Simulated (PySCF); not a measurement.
## Dipole response of Sn (tin, neutral)

[Kr] 4d10 5s1 5p3, high-spin 5S determinant (an excited configuration). Calculation: PySCF 2.14, in dyall-av2z (22s16p12d, 130 functions); the non-relativistic Hamiltonian (point nucleus). Coupled (time-dependent) response in atomic units; α is the mean over directions. A double-zeta set is small for polarisabilities.

| method | mean α (bohr³) | C₆ (like pair) | S(−4) |
| --- | --- | --- | --- |
| PBE0 | 55.29 | 598.2 | 927.3 |

S(−4) is the Cauchy moment in α(ω) = α(0) + S(−4) ω² + …

α(iu) at PBE0:

```
u (hartree)  α(iu) (bohr³)
          0          55.29
     0.0500          53.09
      0.100          47.55
      0.200          34.17
      0.300          23.79
      0.500          12.56
      0.750          6.797
       1.00          4.241
       1.50          2.115
       2.00          1.276
       3.00         0.6235
       5.00         0.2537
```

A single London oscillator, α(iu) = α/(1 + u²/ω²), gives C₆ = (3/4) ω α². Matching the computed C₆ needs ω = 4 × 598.2 / (3 × 55.29²) = 0.261 hartree.

A non-relativistic calculation at this Z misses sizeable relativistic shifts.
